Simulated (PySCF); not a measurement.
C4H7Cl, SMILES C1(CCC1)Cl. Geometry: PBE-D3(BJ)/def2-SVP.

**Question.** Give the equilibrium geometry at PBE-D3(BJ)/def2-SVP (PySCF confirms it by a frequency run) as bond lengths and angles, and its point group. (An estimate is asked for; the answer gives what the named calculation found.)

**Answer.** point group Cs.
Atoms: Cl1 C2 C3 C4 C5 H6 H7 H8 H9 H10 H11 H12. Bonded distances (Å): Cl1–C2 1.800, C2–C3 1.541, C2–C5 1.541, C2–H6 1.108, C3–C4 1.553, C3–H7 1.108, C3–H8 1.108, C4–C5 1.553, C4–H9 1.108, C4–H10 1.107, C5–H11 1.108, C5–H12 1.108. Bond angles (°): Cl1–C2–C3 118.4, Cl1–C2–C5 118.4, Cl1–C2–H6 106.2, C3–C2–C5 89.4, C3–C2–H6 112.0, C5–C2–H6 112.0, C2–C3–C4 87.3, C2–C3–H7 117.8, C2–C3–H8 110.2, C4–C3–H7 119.4, C4–C3–H8 111.4, H7–C3–H8 109.1, C3–C4–C5 88.5, C3–C4–H9 112.0, C3–C4–H10 117.4, C5–C4–H9 112.0, C5–C4–H10 117.4, H9–C4–H10 108.5, C2–C5–C4 87.3, C2–C5–H11 117.8, C2–C5–H12 110.2, C4–C5–H11 119.4, C4–C5–H12 111.4, H11–C5–H12 109.1.
